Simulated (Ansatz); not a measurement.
One change: `[O]=[V]([F])([F])[F]` becomes `[O]=[Nb]([F])([F])[F]`.

Ansatz, PBE0-D4/def2-TZVP geometries, multiplicity 1. 

Elements past krypton have def2 core potentials. Scalar relativity is left out up to krypton.

```
                                      property  `[O]=[V]([F])([F])[F]`
           HOMO energy (B3LYP/def2-TZVPP) / eV                  -11.18
         LUMO energy (ωB97M-V/def2-TZVPP) / eV                   -1.68
           LUMO energy (B3LYP/def2-TZVPP) / eV                   -4.38
       HOMO–LUMO gap (ωB97M-V/def2-TZVPP) / eV                   12.23
size of the dipole moment (PBE/def2-TZVPP) / D                    0.38
            LUMO energy (PBE0/def2-TZVPP) / eV                   -4.05
```

(1) Give the same properties after the change, and the shifts. (Estimate.)

Results:

(1) Ansatz gave: 
```json
{"property": "HOMO energy (B3LYP/def2-TZVPP) / eV", "`[O]=[Nb]([F])([F])[F]`": "-10.38", "shift": "0.80"}
{"property": "LUMO energy (ωB97M-V/def2-TZVPP) / eV", "`[O]=[Nb]([F])([F])[F]`": "0.07", "shift": "1.75"}
{"property": "LUMO energy (B3LYP/def2-TZVPP) / eV", "`[O]=[Nb]([F])([F])[F]`": "-2.52", "shift": "1.86"}
{"property": "HOMO–LUMO gap (ωB97M-V/def2-TZVPP) / eV", "`[O]=[Nb]([F])([F])[F]`": "13.13", "shift": "0.90"}
{"property": "size of the dipole moment (PBE/def2-TZVPP) / D", "`[O]=[Nb]([F])([F])[F]`": "1.23", "shift": "0.85"}
{"property": "LUMO energy (PBE0/def2-TZVPP) / eV", "`[O]=[Nb]([F])([F])[F]`": "-2.22", "shift": "1.83"}
```

With PBE0 the HOMO rises by 0.80 eV and the LUMO rises by 1.83 eV, so the gap widens by about 1.03 eV. PBE moves the HOMO by 0.65 eV and ωB97M-V by 0.85 eV. Dipoles are sizes alone; their direction can turn.

B3LYP here is the variant with VWN-RPA as its local correlation; programs differ in this.
